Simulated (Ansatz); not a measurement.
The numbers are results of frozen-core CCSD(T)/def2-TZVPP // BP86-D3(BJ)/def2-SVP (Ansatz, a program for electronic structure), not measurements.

Ansatz 0.2 input:
```yaml
crystal:
  periodic: [false, false, false]
  atoms:
    - { symbol: Ta, position_ang: [0.522204, 0.144934, -0.413253] }
    - { symbol: O, position_ang: [-0.870101, -0.200229, -1.697145] }
    - { symbol: H, position_ang: [-1.753039, -0.269397, -2.087013] }
    - { symbol: O, position_ang: [1.778057, 0.548037, 0.99024] }
    - { symbol: H, position_ang: [1.691259, 0.95302, 1.86953] }
    - { symbol: O, position_ang: [-0.811997, 0.954986, 0.804319] }
    - { symbol: H, position_ang: [-1.738625, 1.024287, 0.514317] }
    - { symbol: N, position_ang: [0.982338, -1.80925, -0.325339] }
    - { symbol: H, position_ang: [0.616924, -2.523962, -0.961981] }
    - { symbol: H, position_ang: [1.722517, -2.196702, 0.268174] }
    - { symbol: N, position_ang: [1.54443, 1.257339, -1.736591] }
    - { symbol: H, position_ang: [2.438486, 1.713438, -1.529038] }
    - { symbol: H, position_ang: [1.323522, 1.330638, -2.734374] }
basis:
  gaussian: { orbitals: def2-TZVPP }
correlation:
  method: ccsd_t
```

Output:

```
Functional definition: HF
1906 factors; integrals over basis functions are off by at most 9.4e-4 eV
mean field evaluation 1: about -10719.2205 eV, gradient 8.1e1 eV
mean field evaluation 2: about -10719.4328 eV, gradient 8.1e1 eV
mean field evaluation 4: about -10730.5132 eV, gradient 5.6e0 eV
mean field evaluation 8: about -10730.6365 eV, gradient 3.9e-1 eV
mean field evaluation 16: about -10730.6371 eV, gradient 1.6e-6 eV
mean field -10730.63710227 eV, -394.3436400212 hartree, gradient 1.6e-6 eV, S^2 0.000000; 0 other end points of the search recorded, 0 dependent functions left out
5 core orbitals not correlated
reference -10730.63710227 eV, -394.3436400212 hartree; 24, 24 occupied and 280, 280 virtual orbitals, 1906 factors
second order -43.04718349 eV of doubles, -0.00000000 eV of singles
cycle   1  -41.61409395 eV  change     1.4e0 eV  update   1.9e-1
cycle   2  -42.69208526 eV  change    -1.1e0 eV  update   8.2e-2
cycle   3  -43.01080466 eV  change   -3.2e-1 eV  update   3.6e-2
cycle   4  -43.00038433 eV  change    1.0e-2 eV  update   1.2e-2
cycle   5  -42.98515268 eV  change    1.5e-2 eV  update   4.8e-3
cycle   6  -42.98741808 eV  change   -2.3e-3 eV  update   1.9e-3
cycle   7  -42.98781163 eV  change   -3.9e-4 eV  update   7.0e-4
cycle   8  -42.98720940 eV  change    6.0e-4 eV  update   2.3e-4
cycle   9  -42.98725842 eV  change   -4.9e-5 eV  update   9.4e-5
cycle  10  -42.98738866 eV  change   -1.3e-4 eV  update   3.4e-5
cycle  11  -42.98730737 eV  change    8.1e-5 eV  update   2.1e-5
cycle  12  -42.98731176 eV  change   -4.4e-6 eV  update   8.4e-6
perturbative correction -1.86408073 eV, -0.0685037035 hartree
Total energy: -10775.48849475 eV, -395.9918982938 hartree
```

Cost: roughly 80 core-minutes.
